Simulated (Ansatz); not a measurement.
Geometry optimisation, RKS B3LYP/def2-SVP in Ansatz 0.2.0.

Input:

```yaml
crystal:
  periodic: [false, false, false]
  atoms:
    - { symbol: B, position_ang: [-1.5649, 0.5187, 0.6707] }
    - { symbol: O, position_ang: [-1.0962, -0.2058, -0.4727] }
    - { symbol: Si, position_ang: [0.5817, -0.2269, -0.2762] }
    - { symbol: O, position_ang: [1.4025, -1.101, -1.5523] }
    - { symbol: H, position_ang: [-1.9319, 0.0026, 1.635] }
    - { symbol: H, position_ang: [-1.7743, 1.7463, 0.5586] }
    - { symbol: H, position_ang: [1.1717, 1.1473, -0.268] }
    - { symbol: H, position_ang: [0.9955, -0.8617, 1.0068] }
    - { symbol: H, position_ang: [1.03825, -1.9585, -1.52193] }
basis:
  gaussian: { orbitals: def2-SVP }
hamiltonian:
  xc: b3lyp
relax:
  f_tol: 0.015
  max_steps: 40
output:
  orbitals: {}
```

Run as:

```bash
$ ansatz run input.yaml --threads 1 --pin off --max-ram 2048MiB --backend cpu --events-out ev --progress --plain --runs-dir out
```

Problem. Where does it end, and by what steps?

Solution. It converged. After 20 steps the energy has fallen by 1.103 eV; O2 moved furthest, 1.04 Å.

| step | energy less start (eV) | largest force component (eV/Å) | accepted |
| --- | --- | --- | --- |
| 0 | 0.0000 | 2.966 | yes |
| 1 | -0.2792 | 2.285 | yes |
| 2 | -0.5526 | 1.429 | yes |
| 3 | -0.7990 | 0.446 | yes |
| 4 | -0.9006 | 0.346 | yes |
| 5 | -0.9585 | 0.230 | yes |
| 6 | -0.9852 | 0.078 | yes |
| 7 | -0.9961 | 0.128 | yes |
| 8 | -0.9988 | 0.286 | yes |
| 9 | -0.8416 | 1.619 | no |
| 10 | -1.0235 | 0.232 | yes |
| 11 | -1.0452 | 0.245 | yes |
| 12 | -1.0653 | 0.453 | yes |
| 13 | -1.0926 | 0.289 | yes |
| 14 | -1.1002 | 0.128 | yes |
| 15 | -1.1028 | 0.038 | yes |
| 16 | -1.1030 | 0.032 | yes |
| 17 | -1.1014 | 0.169 | no |
| 18 | -1.1033 | 0.018 | yes |
| 19 | -1.1032 | 0.052 | no |
| 20 | -1.1033 | 0.012 | yes |

```xyz
9
Properties=species:S:1:pos:R:3
B -1.730 0.501 0.660
O -0.702 -0.354 0.476
Si 0.854 -0.210 -0.150
O 0.972 -1.046 -1.574
H -2.764 0.063 1.108
H -1.607 1.677 0.384
H 1.142 1.206 -0.472
H 1.752 -0.769 0.893
H 0.905 -2.008 -1.546
```

Run time: 69 s on 1 thread of Arm Neoverse V1 (shared host), peak memory 0.16 GiB.
